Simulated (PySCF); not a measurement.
HOSi, charge +1, singlet, geometry from GFN2-xTB.

Here is a job for PySCF.
```python
from pyscf import gto, scf

mol = gto.M(
    atom='''
O    -0.00000000   -0.00000000   -0.88835384
Si    0.00000000    0.00000000    0.64027396
H    -0.00000000   -0.00000000   -1.85700467
''',
    basis='sto-3g',
    charge=1,
    verbose=4,
)

mf = scf.RHF(mol)
mf = mf.density_fit(auxbasis='def2-universal-jkfit')
mf.kernel()
```

Problem. What does this run give for the number of basis functions, total energy?

Solution. 
```yaml
number_of_basis_functions: 15
total_energy: -359.8491 Eh
```
